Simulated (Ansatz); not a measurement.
Reaction (ligand exchange at the Al–C bond): `C[SiH2][CH2][AlH][SH]` + H–F → `[F][AlH][SH]` + `C[SiH2]C`

Computed with Ansatz on PBE0-D4/def2-TZVP structures; ΔE is electronic, products minus reactants. CCSD(T)/CBS adds triple-zeta CCSD(T) − MP2 to the extrapolated MP2 energy (def2 sets, frozen cores). This one scheme is used for every species. Functionals use def2-TZVPP. B3LYP here is the variant with VWN-RPA as its local correlation; programs differ in this. Each species was taken in one conformer, which may not be the lowest.

`C[SiH2][CH2][AlH][SH]`:

Z-matrix (Å, degrees):
```
C
Si 1 1.873
H 1 1.092 2 111.0
H 1 1.094 2 111.1 3 119.6
H 1 1.093 2 111.0 3 -119.9
C 2 1.867 1 111.4 3 177.3
H 2 1.493 1 109.1 3 -62.7
H 2 1.492 1 109.3 3 54.0
Al 6 1.945 2 114.1 1 52.8
H 6 1.096 2 109.9 1 -70.1
H 6 1.098 2 108.1 1 173.5
S 9 2.186 6 119.5 2 48.0
H 9 1.582 6 124.8 2 -130.6
H 12 1.345 9 93.7 6 -0.7
```

H–F:

Z-matrix (Å, degrees):
```
F
H 1 0.920
```

`[F][AlH][SH]`:

```xyz
5

F     0.967    1.831   -0.531
Al    0.492    0.295   -0.183
S    -1.568    0.045    0.448
H     1.515   -0.887   -0.316
H    -1.406   -1.284    0.582
```

`C[SiH2]C`:

```xyz
11

C     1.105   -0.359    1.073
Si    0.396    0.303   -0.528
C    -1.462    0.085   -0.596
H     2.189   -0.228    1.105
H     0.890   -1.425    1.183
H     0.677    0.162    1.933
H     1.022   -0.407   -1.681
H     0.732    1.749   -0.661
H    -1.734   -0.971   -0.522
H    -1.869    0.473   -1.533
H    -1.947    0.617    0.227
```

```csv
level,ΔE (kJ/mol),difference from CCSD(T)/CBS
PBE-D4,-160.1,7.7
PBE0-D4,-160.2,7.6
B3LYP-D4,-174.0,-6.2
ωB97X-V,-173.2,-5.4
ωB97M-V,-170.3,-2.5
B2PLYP,-183.2,-15.4
HF/def2-TZVPP,-198.3,-30.5
CCSD(T)/def2-TZVPP,-168.7,-0.9
MP2/def2-QZVPP,-168.0,-0.2
HF/CBS(def2),-200.9,-33.1
CCSD(T)/CBS,-167.8,0
```

Largest T1 diagnostic among the species: 0.012.

In def2-TZVPP, CCSD(T) changes the Hartree–Fock value by +29.6 kJ/mol (the triples alone add +4.9 kJ/mol) and MP2 by +30.6 kJ/mol. The D4 term adds +15.4 kJ/mol with B3LYP and +9.0 kJ/mol with PBE0; it sums over pairs of atoms, weighted by their polarisabilities, and B3LYP, whose exchange is more repulsive, gets the larger term.
